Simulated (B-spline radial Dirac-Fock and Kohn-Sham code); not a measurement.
## Kohn-Sham estimates against Dirac-Fock for the levels of Ta²⁸⁺

System: tantalum as Ta²⁸⁺, [Kr] 4d9.

The density-functional columns are spherical, spin-unpolarised Dirac-Kohn-Sham results without Breit or QED terms: −ε is minus the orbital energy of the initial state and ΔSCF the difference of two total energies. The reference in the last column comes from multi-electron Dirac-Fock with separately optimised hole states, Breit and Lamb-shift corrections added in first order. All numbers are from a B-spline atomic structure program, in eV; a selection of levels is shown. For the 1s level of heavy atoms much of the gap between ΔSCF and the reference is the Breit and QED part, -334.2 eV here; for other levels the error of the functional can be larger.

```
level   LDA −ε  LDA ΔSCF  Dirac-Fock
    K  68168.8   68734.3     68413.3
   L1  12518.9   12639.8     12700.3
   L2  12011.8   12161.1     12146.8
   L3  10744.1   10876.1     10892.4
   M1   3624.7    3673.6      3725.8
   M2   3399.8    3451.1      3483.1
   M3   3124.6    3172.8      3206.5
   M4   2744.0    2798.6      2803.8
   N1   1432.7    1458.5      1482.1
   N2   1338.0    1363.8      1377.0
   N3   1261.2    1285.8      1300.3
 N4,5   1095.4    1120.0      1118.8
```

Values without a named source are computed, but for edge energies of neutral atoms, which are taken from tables.
